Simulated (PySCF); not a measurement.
From computed data to an observable: chemical shift, span and skew from a shielding tensor

CH₇AlGeO, SMILES [O]([AlH][GeH3])C. Atoms are numbered in the order given.

```xyz
11

Al     1.2578    -0.0034    -0.2536
Ge    -0.7084     0.0392     1.2591
H     -0.7352    -1.1838     2.2091
H     -0.7107     1.2892     2.1735
H     -2.0599     0.0414     0.5049
H      2.7665     0.0174     0.2112
O      1.0194    -0.0605    -1.9365
C     -0.0249    -0.0956    -2.8642
H      0.0372    -1.0096    -3.4818
H     -1.0237    -0.0782    -2.3861
H      0.0365     0.7701    -3.5479
```

Coordinates come from a B3LYP-D3(BJ)/def2-SVP optimisation. The structure was generated by enumeration; whether it is a known compound was not checked. One conformer was computed; it need not be the lowest.

GIAO shieldings from PySCF with PBE0/pcSseg-1, non-relativistic, no solvent. The symmetric part of the tensor of C8 has the principal values 99.1, 106.5, 179.7 ppm. The same nucleus in TMS has σ = 186.3 ppm at this level (PySCF, at its B3LYP-D3(BJ)/def2-TZVP geometry).

Task: Work out the isotropic shielding, the ¹³C shift against TMS, the span and the skew.

Result: 
σ(iso) = (σ11 + σ22 + σ33)/3 = 128.4 ppm. δ = σ(ref) − σ(iso) = 186.3 − (128.4) = 57.9 ppm.
Span Ω = σ33 − σ11 = 80.6 ppm. Skew κ = 3(σ(iso) − σ22)/Ω = 0.82. Tumbling in solution averages the tensor to δ; in a static solid the shielding alone would spread this spin-1/2 line over Ω.
